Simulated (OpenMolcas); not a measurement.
An atom or ion with 12 electrons was computed by SS-RASPT2, IPEA 0.25 Eh, imaginary shift 0.1 Eh with spin-orbit coupling (OpenMolcas, ANO-RCC-VQZP, DKH2). The lowest levels that the run gave, each within 12 % of the measured value where one is at hand:

| J | Parity | E (cm-1) | g |
| --- | --- | --- | --- |
| 0 | even | 0.0 |  |
| 0 | odd | 82414 |  |
| 1 | odd | 82741 | 1.501 |
| 2 | odd | 83409 | 1.501 |
| 1 | odd | 128304 | 1.000 |
| 2 | even | 194730 | 1.002 |
| 0 | even | 200285 |  |
| 1 | even | 200631 | 1.501 |
| 2 | even | 201306 | 1.499 |

Task: Which ion is it, and what are the configurations and terms?

Result: S4+ (Z = 16, charge +4; active space 2 electrons in 9 orbitals (RAS2 3s 3p; RAS3 3d, at most 2 electrons)). J, parity and g give the terms where levels are pure, and mixed ones are named by the computed weights; the size of the splittings, set against known spectra of the 12-electron sequence, gives the charge. In order, with the measured energies in cm-1 (NIST levels in Podobedova, Kelleher and Wiese, J. Phys. Chem. Ref. Data 38, 171 (2009); Martin, Zalubas and Musgrove, J. Phys. Chem. Ref. Data 19, 821 (1990)): 3s2 1S0, 3s 3p 3P* 0 (83024), 3s 3p 3P* 1 (83394), 3s 3p 3P* 2 (84155), 3s 3p 1P* 1 (127151), 3p2 1D2 (193739), 3p2 3P0 (199967), 3p2 3P1 (200371), 3p2 3P2 (201146).

Active for correlation alone: 3d; no level in the range computed is led by a configuration that fills it, so any true level of that kind is missing. Some terms mix strongly with configurations of 3d, whose occupation reaches 0.23 (3p2 1D). Measured partners are found by configuration, term and J. A level has none where our copy of the source lacks it or the pairing is in doubt (some pairs that miss far off the trend of their configuration count as doubtful), and it then counts in no deviation. Only configurations of the active space appear.

* marks odd parity.
